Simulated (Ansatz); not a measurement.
System: GeNH₂F, charge 0, singlet. GeNH2F (SMILES [NH2][Ge][F]).
B3LYP-D3(BJ)/def2-TZVP minimum from Ansatz (a quantum-chemistry and plane-wave program):
```
N
H 1 1.0088
H 1 1.0107 2 113.21
Ge 1 1.8241 2 124.06 3 180.00
F 4 1.7829 1 94.57 2 -180.00
```
Charge 0, spin multiplicity 1.

Total energies in hartree (Ansatz). Radicals and triplets start from unrestricted determinants; spin-orbit coupling is neglected. Correlated methods leave the cores frozen (noble-gas shells, and filled d and f shells in the p block). No relativity. Where a partner has so few electrons that a lower coupled-cluster level is exact, that level stands in.

| species | HF/cc-pVTZ | CCSD(T)/cc-pVTZ | HF/cc-pVQZ | CCSD(T)/cc-pVQZ | CCSDT(Q)/cc-pVTZ |
|---|---|---|---|---|---|
| 1: GeNH2F (SMILES [NH2][Ge][F]) | -2230.57709 | -2231.17868 | -2230.59536 | -2231.24116 | -2231.18031 |
| 2: Ge (triplet) | -2075.36107 | -2075.42794 | -2075.36359 | -2075.43284 | -2075.42848 |
| 3: F (doublet) | -99.40552 | -99.62036 | -99.41377 | -99.65026 | -99.62061 |
| 4: N (quartet) | -54.40069 | -54.51471 | -54.40372 | -54.52482 | -54.51507 |
| 5: H (doublet) | -0.49981 | -0.49981 | -0.49995 | -0.49995 | -0.49981 |

**Question.** Work out the atomisation energy (electronic, to ground-state atoms) in kJ/mol: take Hartree-Fock from cc-pVQZ, extrapolate the CCSD(T) correlation energy as X^-3 (X = 3, 4), and add CCSDT(Q) - CCSD(T) in cc-pVTZ. 1 hartree = 2625.5 kJ/mol.

**Answer.** 
Species 1: correlation (64·(-0.64580) - 27·(-0.60159))/37 = -0.67806; step -0.00163; E1 = -2230.59536 + (-0.67806) + (-0.00163) = -2231.27505
Species 2: correlation (64·(-0.06925) - 27·(-0.06687))/37 = -0.07099; step -0.00054; E2 = -2075.36359 + (-0.07099) + (-0.00054) = -2075.43512
Species 3: correlation (64·(-0.23649) - 27·(-0.21484))/37 = -0.25229; step -0.00025; E3 = -99.41377 + (-0.25229) + (-0.00025) = -99.66631
Species 4: correlation (64·(-0.12110) - 27·(-0.11402))/37 = -0.12627; step -0.00036; E4 = -54.40372 + (-0.12627) + (-0.00036) = -54.53035
Species 5: correlation (64·(0.00000) - 27·(0.00000))/37 = 0.00000; step +0.00000; E5 = -0.49995 + (0.00000) + (+0.00000) = -0.49995
-1·E1 +1·E2 +1·E3 +1·E4 +2·E5 = 0.64337 hartree = 1689.2 kJ/mol.
